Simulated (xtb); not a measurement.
Zn(F)(SH) (FHSZn), SMILES [Zn]([SH])[F]. All values are semi-empirical tight-binding results from xtb (GFN2-xTB unless named), good for trends rather than for accurate numbers. Geometry: GFN2-xTB. One conformer was computed; it need not be the lowest.

Optimised geometry:

Bonds (Å): Zn1–F2 1.719, Zn1–S3 2.212, S3–H4 1.322. Angles (°): F2–Zn1–S3 131.1, Zn1–S3–H4 100.3.

For metal compounds this method's bond lengths and energies can be far off.

Computed properties:
The point group as xtb finds it is Cs and the orbital gap is 2.52 eV. The zero-point energy is 5.8 kcal/mol and the G − E(el) at 298.15 K (modified RRHO) comes out as -12.5 kcal/mol.

Computed atomic charges and the Wiberg bond orders between heavy atoms:
charges (e) Zn1 0.35, F2 -0.34, S3 -0.21, H4 0.20. Bond orders Zn1–F2 0.87, Zn1–S3 1.00.
